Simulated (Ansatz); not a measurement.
Gas-phase electronic energies from Ansatz, PBE0-D4/def2-TZVP geometries. CBS: MP2 limit from def2 TZ/QZ plus the TZ coupled-cluster correction, frozen cores. This one scheme is used for every species. Functionals use def2-TZVPP. Triplets are unrestricted, without spin–orbit coupling. One conformer a species, not always the lowest.

Consider the formal loss of a carbene: `CN(C)[SiH](N)F` → `[CH2]` (triplet) + `CN[SiH](N)F`.

| level | ΔE (kcal/mol) |
| --- | --- |
| r2SCAN-D4 | 92.3 |
| HF/def2-TZVPP | 61.5 |
| MP2/def2-TZVPP | 98.3 |
| HF/def2-QZVPP | 61.4 |

Problem. What does CCSD(T)/CBS give? (An estimate is asked.)

Solution. Computed: +97.5 kcal/mol. The listed levels differ from it by -5.2, -36.0, 0.8, -36.1 kcal/mol.

Largest T1 diagnostic among the species: 0.011.

In def2-TZVPP, CCSD(T) changes the Hartree–Fock value by +33.9 kcal/mol (the triples alone add +3.0 kcal/mol) and MP2 by +36.8 kcal/mol. From PBE to PBE0 (25 % exact exchange), in def2-TZVPP and without D4, ΔE moves by −2.1 kcal/mol. The D4 term adds +3.4 kcal/mol with B3LYP and +1.9 kcal/mol with PBE0; it sums over pairs of atoms, weighted by their polarisabilities, and B3LYP, whose exchange is more repulsive, gets the larger term.

B3LYP here is the variant with VWN-RPA as its local correlation; programs differ in this.
